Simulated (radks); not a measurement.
Neutral iridium, 77 electrons, occupied as [Xe] 4f14 5d7 6s2.

All-electron calculation, scalar-relativistic Kohn-Sham, SCAN, spin-polarised, spherical densities, finite nucleus; open shells are filled with parallel spins first (spin-orbit coupling, left out, can overturn this in heavy ions); meta-GGA in the generalised Kohn-Sham scheme; Fermi nuclear charge, rms radius 5.4032 fm. Program: a radial shooting solver on a logarithmic mesh with Libxc functionals.

Energy parts (hartree):
part                       energy
total                 -17826.8496
kinetic                19811.9544
electron-nucleus      -44229.3116
Hartree                 6937.9918
exchange-correlation    -347.4842

Orbitals (lengths in bohr, moments of r in powers of bohr; r(max) is where P^2 peaks):
orbital  occ.  eigenvalue (hartree)   r(max)      <r>       <r^4>      <r^2>
1s up       1             -2800.142  0.01082  0.01744   4.816e-07  0.0004196
1s down     1             -2800.142  0.01082  0.01744   4.816e-07  0.0004196
2s up       1             -490.8647  0.06225  0.07358  0.00007121   0.006413
2s down     1             -490.8598  0.06225  0.07358  0.00007121   0.006413
2p up       3             -426.3558  0.05138  0.06623  0.00005706   0.005363
2p down     3             -426.3509  0.05138  0.06623  0.00005706   0.005363
3s up       1             -115.2612   0.1754   0.1903    0.002584    0.04140
3s down     1             -115.2592   0.1754   0.1902    0.002584    0.04140
3p up       3             -96.28484   0.1743   0.1912    0.002821    0.04240
3p down     3             -96.28229   0.1743   0.1912    0.002821    0.04240
3d up       5             -75.34733   0.1423   0.1734    0.002181    0.03521
3d down     5             -75.34253   0.1423   0.1734    0.002181    0.03521
4s up       1             -24.81132   0.3974   0.4231     0.05897     0.2020
4s down     1             -24.80163   0.3974   0.4232     0.05895     0.2020
4p up       3             -18.55864   0.4173   0.4501     0.07870     0.2303
4p down     3             -18.54968   0.4174   0.4501     0.07859     0.2302
4d up       5             -10.84982   0.4263   0.4784      0.1121     0.2647
4d down     5             -10.83983   0.4263   0.4782      0.1115     0.2644
4f up       7              -2.31901   0.3956   0.5360      0.2685     0.3524
4f down     7              -2.30580   0.3955   0.5342      0.2609     0.3491
5s up       1              -3.70009   0.8904   0.9814       1.703      1.081
5s down     1              -3.60645   0.8860   0.9754       1.679      1.069
5p up       3              -2.09347    1.007    1.134       3.234      1.456
5p down     3              -1.99063    1.000    1.135       3.306      1.462
5d up       5              -0.29975    1.289    1.697       23.80      3.455
5d down     2              -0.22504    1.316    1.761       30.30      3.776
6s up       1              -0.25968    2.386    2.834       133.3      9.136
6s down     1              -0.23115    2.384    2.891       152.6      9.606

The highest occupied level is 5d down at -6.124 eV. Spin moment in Bohr magnetons: 3. The spin density at the nucleus is -24.02 e/bohr^3 (1s -0.36, 2s -0.49, 3s 0.07, 4s 2.84, 5s -26.11, 6s 0.03). The density falls to 0.001 e/bohr^3 at r = 4.50 bohr.
